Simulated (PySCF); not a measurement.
C$_{5}$H$_{13}$O$_{3}$Si (SMILES C=C[Si](OC)(OC)[OH+]C), charge +1, singlet, at a GFN2-xTB geometry; HF/STO-3G in PySCF.

Here is a job for PySCF.
```python
from pyscf import gto, scf

mol = gto.Mole()
mol.atom = '''
    C    -0.91641656   -2.31931406   -1.42596907
    C    -0.44487032   -1.08248142   -1.54083620
    Si   -0.14187058    0.10461714   -0.13032044
    O    -0.33569001    1.67625302   -0.34617717
    C    -1.43253891    2.52160283   -0.64256663
    O    -0.46215718   -0.62438055    1.23946622
    C    -0.76285267   -0.33612068    2.59581626
    O     1.69171766    0.34802319   -0.03671418
    C     2.61661455   -0.73870961    0.01127747
    H    -1.15913827   -2.74779489   -0.46854943
    H    -1.07673129   -2.94567544   -2.28802493
    H    -0.23315791   -0.70945139   -2.53698669
    H    -1.07543930    3.54769264   -0.57087791
    H    -2.24408831    2.36393058    0.06604461
    H    -1.79348234    2.32616212   -1.65136974
    H     0.15073766   -0.40440129    3.18617184
    H    -1.19016977    0.65943058    2.70052197
    H    -1.47717413   -1.08314146    2.93924547
    H     2.05388694    1.11726467   -0.49927576
    H     2.15128333   -1.52587334    0.59828828
    H     2.83322131   -1.11646387   -0.98769197
    H     3.53585994   -0.41534689    0.49806016
'''
mol.basis = 'sto-3g'
mol.charge = 1
mol.verbose = 4
mol.symmetry = True
mol.build()

mf = scf.RHF(mol)
mf.kernel()
mf.analyze()
```

Output, abridged:

```
PySCF version 2.14.0

[INPUT] verbose = 4
[INPUT] num. atoms = 22
[INPUT] num. electrons = 80
[INPUT] charge = 1
[INPUT] spin (= nelec alpha-beta = 2S) = 0
[INPUT] symmetry True subgroup None
[INPUT] Mole.unit = angstrom
[INPUT] Symbol           X                Y                Z      unit          X                Y                Z       unit  Magmom
[...]
nuclear repulsion = 598.63280482678
point group symmetry = C1
symmetry origin: [0. 0. 0.]
symmetry axis x: [1. 0. 0.]
symmetry axis y: [0. 1. 0.]
symmetry axis z: [0. 0. 1.]
num. orbitals of irrep A = 62
number of shells = 42
number of NR pGTOs = 186
number of NR cGTOs = 62
basis = sto-3g
ecp = {}

******** <class 'pyscf.scf.hf.RHF'> ********
method = RHF
initial guess = minao
damping factor = 0
level_shift factor = 0
DIIS = <class 'pyscf.scf.diis.CDIIS'>
diis_start_cycle = 1
diis_space = 8
diis_damp = 0
SCF conv_tol = 1e-09
SCF conv_tol_grad = None
SCF max_cycles = 50
direct_scf = True
direct_scf_tol = 1e-13
Set gradient conv threshold to 3.16228e-05
Initial guess from minao.
init E= -703.355942375953
[...]
cycle= 1 E= -701.469965771402  delta_E= 1.89  |g|= 0.626  |ddm|=  5.6
[...]
cycle= 2 E= -701.606454539255  delta_E= -0.136  |g|= 0.173  |ddm|= 1.06
[...]
cycle= 3 E= -701.616035265295  delta_E= -0.00958  |g|= 0.0358  |ddm|= 0.254
[...]
cycle= 4 E= -701.616675815469  delta_E= -0.000641  |g|= 0.0118  |ddm|= 0.081
[...]
cycle= 5 E= -701.616719424534  delta_E= -4.36e-05  |g|= 0.00212  |ddm|= 0.0161
[...]
cycle= 6 E= -701.61672332382  delta_E= -3.9e-06  |g|= 0.000747  |ddm|= 0.00631
[...]
cycle= 7 E= -701.616723695111  delta_E= -3.71e-07  |g|= 0.000189  |ddm|= 0.0021
[...]
cycle= 8 E= -701.616723721201  delta_E= -2.61e-08  |g|= 5.6e-05  |ddm|= 0.000548
[...]
cycle= 9 E= -701.616723723221  delta_E= -2.02e-09  |g|= 1.32e-05  |ddm|= 0.000152
[...]
cycle= 10 E= -701.616723723331  delta_E= -1.1e-10  |g|= 3.98e-06  |ddm|= 3.27e-05
[...]
Extra cycle  E= -701.616723723345  delta_E= -1.43e-11  |g|= 1.74e-06  |ddm|= 7.89e-06
converged SCF energy = -701.616723723345
**** SCF Summaries ****
Total Energy =                        -701.616723723344876
Nuclear Repulsion Energy =             598.632804826780330
One-electron Energy =                -2145.006450450403008
Two-electron Energy =                  844.756921900277803
Two-electron Coulomb Energy =          920.651738873727481
DFT Exchange-Correlation Energy =      -75.894816973449679
HOMO-LUMO gap [eV] =                    16.175289703782120
**** MO energy ****
[...]
 ** Mulliken pop on meta-lowdin orthogonal AOs  **
 ** Mulliken pop  **
 ** Mulliken atomic charges  **
charge of    0C =     -0.01494
charge of    1C =     -0.23470
charge of    2Si =      1.09920
charge of    3O =     -0.36208
charge of    4C =      0.01724
charge of    5O =     -0.35652
charge of    6C =      0.02172
charge of    7O =     -0.14634
charge of    8C =      0.01900
charge of    9H =      0.05732
charge of   10H =      0.06811
charge of   11H =      0.04754
charge of   12H =      0.06212
charge of   13H =      0.04328
charge of   14H =      0.04522
charge of   15H =      0.04826
charge of   16H =      0.04230
charge of   17H =      0.06096
charge of   18H =      0.24483
charge of   19H =      0.08094
charge of   20H =      0.07339
charge of   21H =      0.08318

WARN: System has nonzero charge 1; the dipole moment is origin-dependent.
Location of origin: [0. 0. 0.]

Dipole moment(X, Y, Z, Debye):  3.22528,  0.54202, -0.83093
```
